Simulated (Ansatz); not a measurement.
`N[Si](F)([SiH3])S` → `N[SiH2]S[SiH2]F`  (isomerisation)

Computed with Ansatz on PBE0-D4/def2-TZVP structures; ΔE is electronic, products minus reactants. CCSD(T)/CBS is the MP2 limit (def2-TZVPP, def2-QZVPP) plus CCSD(T) − MP2 in def2-TZVPP, frozen cores. DFT in def2-TZVPP. One conformer a species, not always the lowest.

```
             level  ΔE (kJ/mol)  difference from CCSD(T)/CBS
         r2SCAN-D4        -49.5                          4.1
           PBE0-D4        -44.8                          8.8
            B2PLYP        -53.4                          0.2
               PBE        -40.9                         12.7
            r2SCAN        -49.6                          4.0
              PBE0        -45.3                          8.3
   CCSD/def2-TZVPP        -51.0                          2.6
CCSD(T)/def2-TZVPP        -51.0                          2.6
     HF/def2-QZVPP        -60.7                         -7.1
     MP2/CBS(def2)        -64.7                        -11.1
       CCSD(T)/CBS        -53.6                            0
```

Largest T1 diagnostic among the species: 0.012.

From PBE to PBE0 (25 % exact exchange), in def2-TZVPP and without D4, ΔE moves by −4.4 kJ/mol.
